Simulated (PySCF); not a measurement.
Cu²⁺ (copper, charge +2): UHF calculation

Configuration: [Ar] 3d9, 2D determinant. Computed with PySCF 2.14 in Sapporo-DKH3-DZP-2012, with the spin-free X2C one-electron Hamiltonian (Gaussian nucleus).

- Total energy: -1652.231203 hartree
- One-electron energy: -2280.0953 hartree
- Hartree (Coulomb) energy: 693.9357 hartree
- Exchange energy: -66.0716 hartree
- ⟨S²⟩: 0.7513
- ⟨L²⟩: 6.012
- Sum of ⟨r⟩: 15.88 bohr
- Sum of ⟨r²⟩: 15.25 bohr²
- Traceless quadrupole moment −½Σ⟨3z² − r²⟩ along its main axis: -0.342 e·bohr²
- Langevin diamagnetic susceptibility: -12.1 ×10⁻⁶ cm³/mol
- Time after the integrals: 0.15 s of wall time on 1 thread of Neoverse-V1 (shared host)

| shell | electrons | mean orbital energy (eV) | spread (eV) | rms radius, mean of both spins (bohr) |
| --- | --- | --- | --- | --- |
| 1s α | 1 | -9073.6 | 0 | 0.0601 |
| 1s β | 1 | -9073.6 | 0 | 0.0601 |
| 2s α | 1 | -1160.9 | 0 | 0.254 |
| 2s β | 1 | -1159.8 | 0 | 0.254 |
| 2p α | 3 | -1001.7 | 1.211 | 0.228 |
| 2p β | 3 | -1000.6 | 0.007 | 0.228 |
| 3s α | 1 | -168.28 | 0 | 0.763 |
| 3s β | 1 | -165.38 | 0 | 0.763 |
| 3p α | 3 | -119.59 | 2.461 | 0.811 |
| 3p β | 3 | -116.12 | 1.553 | 0.811 |
| 3d α | 5 | -40.631 | 2.920 | 1.04 |
| 3d β | 4 | -38.948 | 2.291 | 1.04 |

Densities and radii are taken from the X2C orbitals without a picture-change correction, which distorts them close to the nucleus.
